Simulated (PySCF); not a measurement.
**Spin states of ZnO**

Unrestricted PBE0; basis Zn cc-pVDZ-PP with ECP10, O cc-pVDZ; scalar-relativistic core potentials; PySCF 2.14. Outer shells of the fragments: Zn 3d10 4s2; O 2s2 2p4.

Followed along the bond (rough minima from three points):

| 2Ms+1 | unpaired | ⟨S²⟩ at the start | R at minimum (Å) | Te (eV) |
| --- | --- | --- | --- | --- |
| 3 | σ ↑, π ↑ | 2.01 | 1.86 | 0.00 |
| 1 | σ ↓, π ↑ | 1.01 | 1.84 | 0.17 |
| 1 | none | 0.00 | 1.68 | 0.26 |

Solutions found at the starting distance of 1.790 Å, counted from the lowest of them; the search is not exhaustive and high or unbound solutions are not listed, so other states can lie among these:

```tsv
2Ms+1	unpaired	term	E (eV)	⟨S²⟩	⟨Lz²⟩	μ (D)
3	σ ↑, π ↑	³Π	0.00	2.01	1.01	-1.84
1	σ ↓, π ↑	mixed	0.16	1.01	1.01	-1.98
1	none	¹Σ⁺	0.37	0.00	0.00	-5.06
3	σ ↑↑	³Σ⁺	1.65	2.00	0.00	-2.56
3	π ↑↑	³Σ⁻	3.08	2.01	0.00	3.10
1	π ↑↓	mixed	3.79	1.00	2.01	2.98
3	π ↑↑	mixed	4.14	2.01	2.00	-3.16
1	π ↑↓	mixed	4.31	1.10	2.01	-2.84
3	π ↑↑	mixed	4.35	2.00	2.00	-3.17
1	none	mixed	5.73	0.00	2.00	2.62
3	σ ↓, π ↑↑↑	mixed	6.60	3.00	1.00	2.76
```

A term symbol is given only where ⟨S²⟩ and ⟨Lz²⟩ are close to those of a pure state; real π, δ and φ orbitals otherwise mix terms. A positive dipole means Zn(−)O(+).

Counting both spins, an empty level lies below a filled one in some of these solutions, because spin and occupation are held.
